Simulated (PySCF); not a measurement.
Species: C6H8F2.
SMILES: `F[C@@H]1C[C@@H](F)[C@H]2C[C@H]21`

A PySCF run (density fitting, gas phase, GFN2-xTB geometry) gave HOMO -8.54 eV, LUMO 0.76 eV, dipole 1.32 D and E = -432.357 Eh.

**Question.** Which of these levels was it?
A. PBE0/def2-SVPD
B. WP04/pcseg-1
C. PBE0/pcSseg-1

**Answer.** A. It is PBE0/def2-SVPD. All candidates on this geometry:

| level and settings | kind | basis functions | SCF cycles | E (Eh) | HOMO (eV) | LUMO (eV) | dipole (D) |
| --- | --- | --- | --- | --- | --- | --- | --- |
| PBE0/def2-SVPD | global hybrid | 230 | 12 | -432.3572 | -8.54 | 0.76 | 1.32 |
| WP04/pcseg-1, start guess vsap | global hybrid fitted to proton shifts | 152 | 13 | -442.2989 | -9.67 | -0.33 | 1.33 |
| PBE0/pcSseg-1 | global hybrid | 176 | 12 | -432.6006 | -8.47 | 1.31 | 1.21 |

The nearest other candidate, by the summed differences of HOMO and LUMO, is PBE0/pcSseg-1: its HOMO differs by +0.07 eV and its LUMO by +0.55 eV. Cycle counts include a coarse-grid stage where the run had one. WP04 was designed for NMR shieldings or shifts; total energies of different functionals aren't comparable.
